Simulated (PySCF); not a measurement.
**Au(2+) (gold, charge +2) across methods**

[Xe] 4f14 5d8 6p1, one real determinant (an excited configuration). Calculation: PySCF 2.14, in x2c-TZVPPall; the spin-free X2C one-electron Hamiltonian (Gaussian nucleus).

```csv
method,E (hartree),mean ε 5d α (eV),mean ε 5d β (eV),mean ε 6p α (eV),Σ⟨r²⟩ (bohr²),⟨S²⟩
PBE,-19012.98,-32.230,-30.814,-17.026,48.23,3.750
PBE0,-19012.75,-34.262,-32.733,-17.679,48.17,3.751
UHF,-19007.36243,-39.339,-37.384,-19.059,48.58,3.753
LDA,-19001.28,-32.416,-31.016,-17.187,48.14,3.750
r2SCAN0,-19012.79,-34.590,-33.062,-17.806,48.04,3.752
BLYP,-19014.03,-31.980,-30.716,-16.883,48.35,3.750
r2SCAN,-19013.02,-32.671,-31.243,-17.173,48.03,3.751
```

Task: Estimate the same row for PBEsol.

Result: E (hartree) = -19007.27; mean ε 5d α (eV) = -32.250; mean ε 5d β (eV) = -30.806; mean ε 6p α (eV) = -17.060; Σ⟨r²⟩ (bohr²) = 48.15; ⟨S²⟩ = 3.750.

⟨L²⟩ = 14.01 against 20 for a pure G term, so this real determinant mixes terms. Spin-orbit coupling, absent here, splits the open shell strongly.
